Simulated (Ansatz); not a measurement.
Z-matrix (Å, degrees):
```
Si
In 1 3.072
B 1 2.021 2 55.8
H 1 1.541 2 48.1 3 176.4
H 1 1.488 2 119.1 3 -103.8
H 1 1.485 2 126.4 3 102.9
C 2 2.331 1 65.7 3 31.4
H 2 1.712 1 112.4 3 129.9
H 2 1.711 1 99.9 3 -91.7
H 3 1.199 1 120.2 2 109.9
H 7 1.090 2 110.0 1 -157.3
H 7 1.090 2 95.7 1 86.2
```

The species carries charge 0 and has multiplicity 1. In takes the def2 core potential.

List the PBE0/def2-TZVPP orbital energies in eV (the Gaussian-basis code of Ansatz). (Best estimate.)

The calculation gave: Occupied: -1802.50, -278.10, -183.99, -144.88, -128.51, -99.57, -99.52, -99.48, -84.98, -84.74, -84.68, -21.68, -21.50, -21.49, -21.43, -21.37, -19.28, -15.62, -13.10, -12.25, -11.81, -10.19, -9.82, -9.56, -8.52, -8.02, -7.61. Lowest empty: -1.58, -0.80, -0.13, 0.56, 1.04, 1.19, 1.31, 1.61.
